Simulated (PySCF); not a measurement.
A run for PySCF: R-HF/STO-3G on GeH4Si (SMILES [SiH3][GeH]), a point of a bond scan (R = 2.605 Å).

```python
from pyscf import gto, scf, dft, mp
from pyscf.data.elements import chemcore

mol = gto.M(
    atom='''
    Ge    0.02685858    0.67888508    0.55005831
    H    -0.44427669    1.55316857   -0.70383312
    Si   -0.02124929   -1.29644312   -0.93386225
    H     1.60549555   -0.93113099   -2.93579517
    H    -1.39240712   -1.47710314   -1.48487088
    H     0.36638007   -2.56249089   -0.26126659
    ''',
    basis='sto-3g',
    charge=0, spin=0, verbose=3, max_memory=1800)
mf = scf.RHF(mol)
mf.conv_tol = 1e-8
mf.max_cycle = 100
mf.kernel()
if not mf.converged:
    mf = mf.newton().run(mf.mo_coeff, mf.mo_occ)
```

Q: Predict the final total energy.

A: -2339.3804 hartree.
